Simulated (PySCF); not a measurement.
## Dipole response of Cu³⁺ (copper, charge +3)

[Ar] 3d8, high-spin 3F determinant. Calculation: PySCF 2.14, in dyall-av2z (16s12p7d2f, 101 functions); no relativity, point nucleus. Coupled (time-dependent) response in atomic units; α is the mean over directions. A double-zeta set is small for polarisabilities.

```
method  mean α (bohr³)  C₆ (like pair)   S(−4)
   UHF           1.290           2.735  0.4979
  PBE0           1.467           3.165  0.7321
```

S(−4) is the Cauchy moment in α(ω) = α(0) + S(−4) ω² + …

α(iu) at UHF:

```json
{"u (hartree)": "0", "α(iu) (bohr³)": "1.290"}
{"u (hartree)": "0.0500", "α(iu) (bohr³)": "1.289"}
{"u (hartree)": "0.100", "α(iu) (bohr³)": "1.285"}
{"u (hartree)": "0.200", "α(iu) (bohr³)": "1.270"}
{"u (hartree)": "0.300", "α(iu) (bohr³)": "1.248"}
{"u (hartree)": "0.500", "α(iu) (bohr³)": "1.183"}
{"u (hartree)": "0.750", "α(iu) (bohr³)": "1.085"}
{"u (hartree)": "1.00", "α(iu) (bohr³)": "0.9845"}
{"u (hartree)": "1.50", "α(iu) (bohr³)": "0.8054"}
{"u (hartree)": "2.00", "α(iu) (bohr³)": "0.6642"}
{"u (hartree)": "3.00", "α(iu) (bohr³)": "0.4719"}
{"u (hartree)": "5.00", "α(iu) (bohr³)": "0.2790"}
```

A single London oscillator, α(iu) = α/(1 + u²/ω²), gives C₆ = (3/4) ω α². Matching the computed C₆ needs ω = 4 × 2.735 / (3 × 1.290²) = 2.19 hartree.

For an ion, C₆ is the dispersion term alone; charge-induced terms of lower order in 1/R come first.
